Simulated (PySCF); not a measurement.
Compound: C2H6FO2Si2 (doublet state).
Z-matrix (Å and degrees, GFN2-xTB geometry), rows numbered from 1:
```
O 
Si  1  1.6168
O   2  1.6401  1  104.00
C   3  1.3494  2  128.86  1   177.82
Si  4  1.9306  3  106.45  2  -176.88
C   4  1.2981  3  126.25  2     3.09
F   6  1.3351  4  126.92  3   179.93
H   1  0.9540  2  121.45  3    33.32
H   2  1.4530  1  105.16  3   117.48
H   2  1.4597  1  112.07  3  -117.18
H   5  1.4587  4  108.35  3   177.57
H   5  1.4621  4  105.56  3    56.31
H   5  1.4635  4  105.72  3   -61.47
```

The hyperfine couplings belong to this conformer and change with its torsions.

Identity: `O[SiH2]O/C([SiH3])=[C]/F` [radical].

Method used: UKS B3LYP, pcH-1 on C F H O Si, non-relativistic, mean-field spin-orbit, GIAO (PySCF 2.14.0). Isolated species at its GFN2-xTB geometry (one conformer only). A GFN2-xTB geometry isn't a minimum of the functional, and hyperfine couplings can be far from their values at a DFT geometry. Stability of the SCF solution: not tested.

Question: Match the computed a_iso(17O) values -22.9, -1.4 MHz with the sites O1; O3.

Answer: 
```csv
site,a_iso (MHz),ρ(0) (bohr⁻³),position,distance from C6 (Å),spin population,largest |T| (MHz)
O1,-1.4,+0.0023,4 bonds from C6,4.64,0.00,0.4
O3,-22.9,+0.0377,2 bonds from C6,2.36,0.00,5.9
```

Question: The isotropic 13C couplings are +466.0, +22.8 MHz. Assign them to C4; C6.

Answer: 
```json
{"site": "C4", "a_iso (MHz)": "+22.8", "ρ(0) (bohr⁻³)": "+0.0204", "position": "1 bond from C6", "distance from C6 (Å)": "1.30", "spin population": "-0.09", "largest |T| (MHz)": "35.0"}
{"site": "C6", "a_iso (MHz)": "+466.0", "ρ(0) (bohr⁻³)": "+0.4144", "position": "largest spin population", "distance from C6 (Å)": "0.00", "spin population": "+0.90", "largest |T| (MHz)": "125.2"}
```

ρ(0) is the spin density at the nucleus and T the dipolar tensor; a_iso includes a spin–orbit part; entries for several nuclei are means. The Mulliken spin populations are largest on C6 (+0.90), Si5 (+0.10), C4 (-0.09) and F7 (+0.08). No atom but C6 exceeds +0.15.

Means are taken over nuclei equivalent by connectivity, which assumes that they swap fast.
